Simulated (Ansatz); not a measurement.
Isomers of CH₈SSi₂, relaxed with PBE0-D4/def2-TZVP in Ansatz; electronic energies, one conformer each and not always the lowest. Functionals use def2-TZVPP; CBS adds triple-zeta CCSD(T) − MP2 to the MP2 limit of def2-TZVPP and def2-QZVPP.

**Question.** Order them by energy at frozen-core CCSD(T)/CBS, lowest first. (Estimate.)
A. `C[SiH2]S[SiH3]`
B. `[SiH3]C([SiH3])S`
C. `CS[SiH2][SiH3]`

**Answer.** A (0.0 kcal/mol), C (28.4 kcal/mol), B (42.7 kcal/mol).

**Question.** How do MP2/CBS(def2), B2PLYP, B3LYP, PBE0-D4 place them (kcal/mol, against `C[SiH2]S[SiH3]`)? (Best estimate.)

**Answer.** Computed: 
```csv
isomer,MP2/CBS(def2),B2PLYP,B3LYP,PBE0-D4
`[SiH3]C([SiH3])S`,44.1,43.3,43.4,43.7
`CS[SiH2][SiH3]`,31.0,28.2,26.7,26.5
```

B3LYP here is the variant with VWN-RPA as its local correlation; programs differ in this.
